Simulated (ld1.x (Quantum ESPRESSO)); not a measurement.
# Configuration tests for cobalt (Co) (PAW)

* Element: cobalt
* Generator: ld1.x (Quantum ESPRESSO) 7.5
* Type: PAW
* Functional: PBE
* Relativity: scalar-relativistic
* Frozen core: [Ar]
* Valence charge: 9
* Reference configuration: 3d8 4s1 4p0
* Partial waves: 4s (bound): rcut 1.70, rcutus 2.15 bohr; 4s channel at 1.9 Ry: rcut 1.70, rcutus 2.15 bohr; 4p (bound, empty): rcut 2.70, rcutus 3.05 bohr; 4p channel at 1.7 Ry: rcut 2.70, rcutus 3.05 bohr; 3d (bound): rcut 0.90, rcutus 1.10 bohr; 3d channel at 0.35 Ry: rcut 0.90, rcutus 1.10 bohr
* Local potential: all-electron potential smoothed inside 1.00 bohr (lloc = -2)
* Core correction: Bessel-smoothed model core, default radius (core density twice the valence density)
* Augmentation charge: PSQ, radius 0.85 bohr

Energies are relative to the spin-unpolarised reference configuration 3d8 4s1 4p0; without spin polarisation the order of configurations can differ from experiment. The frozen-core shift is the all-electron ΔE with the core orbitals held at their reference shape minus the fully relaxed ΔE.

Q: Give the all-electron excitation energy and the error of the potential for: 3d7 4s2 4p0; 3d7 4s1 4p0; 3d7 4s0 4p0; 3d7 4s0 4p1; 3d6 4s2 4p0; 3d7.5 4s1.5 4p0; 3d6 4s0 4p0.

A:

```json
{"valence configuration": "3d7 4s2 4p0", "charge": "0", "ΔE all-electron (eV)": "1.203", "error AE − PS (meV)": "-66", "frozen-core shift (meV)": "+67"}
{"valence configuration": "3d7 4s1 4p0", "charge": "+1", "ΔE all-electron (eV)": "10.233", "error AE − PS (meV)": "-58", "frozen-core shift (meV)": "+58"}
{"valence configuration": "3d7 4s0 4p0", "charge": "+2", "ΔE all-electron (eV)": "27.019", "error AE − PS (meV)": "-66", "frozen-core shift (meV)": "+65"}
{"valence configuration": "3d7 4s0 4p1", "charge": "+1", "ΔE all-electron (eV)": "15.601", "error AE − PS (meV)": "-57", "frozen-core shift (meV)": "+62"}
{"valence configuration": "3d6 4s2 4p0", "charge": "+1", "ΔE all-electron (eV)": "16.385", "error AE − PS (meV)": "-425", "frozen-core shift (meV)": "+439"}
{"valence configuration": "3d7.5 4s1.5 4p0", "charge": "0", "ΔE all-electron (eV)": "0.242", "error AE − PS (meV)": "-13", "frozen-core shift (meV)": "+12"}
{"valence configuration": "3d6 4s0 4p0", "charge": "+3", "ΔE all-electron (eV)": "62.888", "error AE − PS (meV)": "-586", "frozen-core shift (meV)": "+580"}
```

Levels in the configuration 3d6 4s2 4p0:

| level | all-electron (eV) | pseudo (eV) |
| --- | --- | --- |
| 3d | -22.788 | -23.427 |
| 4s | -14.528 | -14.550 |

Note: ghost state, extra bound levels that the all-electron valence spectrum of the same l lacks: s at -17.8 eV. A true bound ghost makes a file unfit for plane-wave use.
